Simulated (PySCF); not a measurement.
Bond length, frequency and bond energy of KS⁻ by level of theory

State: ¹Σ⁺ (singlet), closed shell. Set-up: basis K aug-pcseg-1, S aug-pcseg-1; no relativity; PySCF 2.14. De refers to K + S⁻ in their high-spin ground configurations, without counterpoise correction. A positive dipole points towards S; it is taken about the centre of mass and depends on that origin.

```
      Level  Re (Å)  ωe (cm⁻¹)  De (eV)   μ (D)  CPU s a point (SCF and correlation, without the integrals)
        RHF   2.763        288      n/a  -14.30                                                        0.18
    RHF-MP2   2.819        233      n/a     n/a                                                        0.25
RHF-SCS-MP2   2.827        230      n/a     n/a                                                         n/a
   RHF-CCSD   2.796        252      n/a     n/a                                                         n/a
RHF-CCSD(T)   2.886        194      n/a     n/a                                                         3.2
        PBE   2.716        264     1.62   -7.46                                                         1.4
       PW91   2.710        266     1.66   -7.55                                                         1.4
     r²SCAN   2.712        274     1.51   -7.99                                                         1.9
      M06-L   2.694        284     1.74   -6.86                                                           6
       PBE0   2.701        279     1.31   -9.45                                                           2
     B2PLYP   2.771        252     1.37  -11.07                                                        0.82
```

Task: What does a quarter of exact exchange do here, going from PBE to PBE0?

Result: PBE0 less PBE: -1.5 pm in Re, +5.7 % in ωe, -0.31 eV in De. Exact exchange removes part of the self-interaction that spreads semilocal densities, and in most molecules shortens and stiffens the bond and lowers De; so it does here.

Task: What does the step from GGA to meta-GGA do here, going from PBE to r²SCAN?

Result: r²SCAN less PBE: -0.4 pm in Re, +3.8 % in ωe, -0.11 eV in De. 

Task: What does second-order correlation do here, going from RHF to RHF-MP2?

Result: RHF-MP2 less RHF: +5.6 pm in Re, -19.1 % in ωe. Correlation nearly always deepens the well. The bond lengthens, as in strong covalent bonds, where excitations into antibonding orbitals dominate.

Correlated steps freeze 10 core orbitals. For an ion De counts to the pair picked by the measured ionisation energies or electron affinities, which need not be the lowest pair at this level. The highest Kohn–Sham level is positive in this anion. Much of that is self-interaction error, but it also means that the finite basis helps to hold the extra electron. B2PLYP dipoles, levels and charges come from its SCF part alone. The CCSD T1 diagnostic is raised, a sign that a single reference may not be enough here.

The whole job (state search and all levels along the bond) took about 4.1 min on 1 thread of Oxide Virtual Turin-like (shared host), peak memory 0.77 GiB.
